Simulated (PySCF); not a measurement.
Species: ZnCl2(NH3)2 (singlet state).
Structure used (PBE0-D3(BJ)/def2-SVP), in Å, numbered top down from 1:
```xyz
11
Cl2H6N2Zn angstrom
Zn     0.6834    0.0072    0.4257
Cl     0.0284   -0.0421    2.5329
Cl     2.4987    0.1607   -0.8046
N     -0.3394    1.7515   -0.2206
H      0.1313    2.4952    0.2965
H     -1.3278    1.8074    0.0217
H     -0.2177    1.9555   -1.2122
N     -0.2422   -1.8003   -0.2062
H     -0.4235   -1.9364   -1.2001
H     -1.1029   -1.9516    0.3203
H      0.4098   -2.5326    0.0774
```

Computed with PySCF, TDDFT B3LYP/def2-SVPD, vertical, gas phase, core orbitals frozen in the response.

Ground-to-excited transition dipoles (e·a0, same axes as the geometry; the sign carries no meaning), for the states with f of 0.002 or more among the lowest 7:

| state | E (eV) | μx | μy | μz |
| --- | --- | --- | --- | --- |
| S1 | 5.535 | 0.116 | -0.010 | -0.225 |
| S2 | 5.600 | -0.322 | 0.004 | -0.222 |
| S3 | 5.610 | 0.493 | -0.019 | 0.339 |
| S4 | 5.711 | -0.013 | -0.795 | -0.037 |
| S5 | 6.411 | 0.011 | -0.137 | 0.012 |
| S6 | 6.424 | 0.042 | -0.397 | 0.010 |
| S7 | 6.514 | 0.068 | 0.035 | -0.125 |

Problem. What oscillator strength does each state have?

Solution. f = (2/3) ΔE |μ|² with ΔE in hartree (27.2114 eV).

| state | \|μ\|² (au) | \|μ\| (D) | f |
| --- | --- | --- | --- |
| S1 | 0.064 | 0.64 | 0.009 |
| S2 | 0.153 | 0.99 | 0.021 |
| S3 | 0.358 | 1.52 | 0.049 |
| S4 | 0.634 | 2.02 | 0.089 |
| S5 | 0.019 | 0.35 | 0.003 |
| S6 | 0.160 | 1.02 | 0.025 |
| S7 | 0.021 | 0.37 | 0.003 |

Problem. Which bond between heavy atoms lies closest to the direction of the S4 transition dipole?

Solution. Zn1–N8, at 30° from it; next Zn1–N4 at 37°.

Problem. What angle do the transition dipoles of S3 and S4 make?

Solution. |cos θ| = |μa·μb| / (|μa| |μb|) = 0.01, so θ ≈ 90° (taken between 0 and 90°, since the signs are arbitrary).

Problem. How is the summed strength of these states shared among x, y and z?

Solution. (2/3) Σ ΔE μα² gives 0.051 for x, 0.116 for y and 0.032 for z, 0.199 in all.

The run took 19 s (with the writing of density and orbital grids) on one thread of an AMD EPYC 9R45, no GPU, shared host with 96 logical CPUs at a one-minute load of 40, and the process peaked at 0.88 GiB of memory.
